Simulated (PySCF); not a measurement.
`C[C@]1(F)CCO[C@@H]1F`, C5H8F2O

Geometry:
```csv
atom,x (Å),y (Å),z (Å)
C1,-1.630,0.066,0.816
C2,-0.624,0.108,-0.320
F3,-1.328,0.244,-1.510
C4,0.301,-1.116,-0.415
C5,1.698,-0.528,-0.182
O6,1.606,0.828,-0.606
C7,0.375,1.294,-0.243
F8,0.416,1.771,1.059
H9,-1.117,-0.052,1.766
H10,-2.202,0.991,0.835
H11,-2.311,-0.766,0.659
H12,0.222,-1.536,-1.418
H13,0.047,-1.879,0.316
H14,1.968,-0.564,0.880
H15,2.481,-0.998,-0.775
H16,0.091,2.145,-0.871
```

Method: TDDFT CAM-B3LYP/def2-SVPD circular dichroism and optical rotation, one conformer, gas phase in PySCF. Geometry: GFN2-xTB.

Problem. Assign R or S to each stereocentre.

Solution. C2 S, C7 R.

Problem. List the lowest 8 singlet excitations with oscillator and rotatory strengths.

Solution. Rotatory strengths R in 10⁻⁴⁰ esu² cm², velocity form and length form (origin at the centre of mass); f in length form.
| state | E (eV) | λ (nm) | f | R (velocity) | R (length) | main |
| --- | --- | --- | --- | --- | --- | --- |
| 1 | 8.26 | 150 | 0.006 | +5.0 | +5.0 | HOMO→LUMO 0.74, HOMO→LUMO+1 0.14 |
| 2 | 8.84 | 140 | 0.014 | +11.4 | +11.3 | HOMO−1→LUMO 0.75, HOMO−1→LUMO+2 0.10 |
| 3 | 9.04 | 137 | 0.021 | -15.3 | -13.0 | HOMO→LUMO+2 0.58, HOMO→LUMO 0.09 |
| 4 | 9.28 | 134 | 0.011 | +32.3 | +31.0 | HOMO→LUMO+1 0.56, HOMO−1→LUMO+2 0.09 |
| 5 | 9.33 | 133 | 0.019 | +28.4 | +27.2 | HOMO−1→LUMO+2 0.18, HOMO−1→LUMO+4 0.15 |
| 6 | 9.38 | 132 | 0.018 | -31.4 | -29.4 | HOMO→LUMO+3 0.60, HOMO→LUMO+5 0.19 |
| 7 | 9.49 | 131 | 0.023 | -19.8 | -20.3 | HOMO−2→LUMO 0.48, HOMO−1→LUMO+1 0.26 |
| 8 | 9.62 | 129 | 0.006 | -12.4 | -11.5 | HOMO−1→LUMO+1 0.27, HOMO→LUMO+5 0.17 |

Among the states computed, the strongest CD band (largest |R|) is state 4. The largest dissymmetry factor in size, g = 4R/(D+G), with D and G the electric and magnetic dipole strengths, is +0.042 for state 4 (velocity form, f = 0.011), among bands with |R| over 0.5. The mirror image has the same energies and oscillator strengths and all R with the opposite sign.
